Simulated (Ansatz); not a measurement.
CH$_{7}$FSiSn, SMILES `[CH3][SnH2][SiH2]F`, relaxed with RKS PBE0-D4/def2-TZVP in the Gaussian-basis code of Ansatz from a PBE-D4/def2-SVP geometry. The force threshold is 0.005 eV/Å; the program also tests the step.

Total charge 0; spin multiplicity 1. Sn takes the def2 core potential.

Start:

```xyz
11

C    -0.370   -1.924   -0.006
Sn    0.808   -0.171    0.511
Si   -0.338    1.974   -0.372
F    -0.512    1.810   -2.005
H     0.142   -2.837    0.352
H    -0.489   -1.977   -1.105
H    -1.369   -1.857    0.465
H     0.984   -0.082    2.235
H     2.389   -0.320   -0.182
H     0.467    3.220   -0.111
H    -1.711    2.164    0.218
```

Question: How much energy does the relaxation release, and in how many steps? (Best estimate.)

Answer: Computed: 0.06 eV, in 6 steps.

Question: Which bonds change most? (An estimate is asked.)

Answer: Ansatz gave: Si3–F4 from 1.650 to 1.610 Å; C1–Sn2 from 2.174 to 2.144 Å; Sn2–H9 from 1.733 to 1.711 Å; Sn2–H8 from 1.735 to 1.713 Å.

Question: Give the relaxed structure. (Estimate.)

Answer: Computed: 
```xyz
11

C    -0.361   -1.912   -0.004
Sn    0.797   -0.178    0.495
Si   -0.334    1.959   -0.377
F    -0.525    1.835   -1.970
H     0.144   -2.808    0.356
H    -0.479   -1.978   -1.086
H    -1.346   -1.847    0.459
H     0.956   -0.072    2.198
H     2.366   -0.330   -0.169
H     0.469    3.183   -0.117
H    -1.686    2.147    0.215
```
